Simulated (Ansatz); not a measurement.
A structure relaxed at PBE0-D4/def2-TZVP in Ansatz, charge 0, quintet:

```xyz
4

Co    0.000    0.000    0.000
F     0.393   -1.280   -1.078
F     0.918    0.227    1.435
F    -1.311    1.053   -0.357
```

Give its formula, name or SMILES and point group.

CoF₃. Point group D3h (tolerance 0.1 Å).

Summarise the bond lengths by kind (pairs closer than 1.2 times the sum of covalent radii, bridged metal pairs left out).

3 × Co–F 1.72 Å. The metal has 3 neighbours: F 1.72 Å, F 1.72 Å, F 1.72 Å.
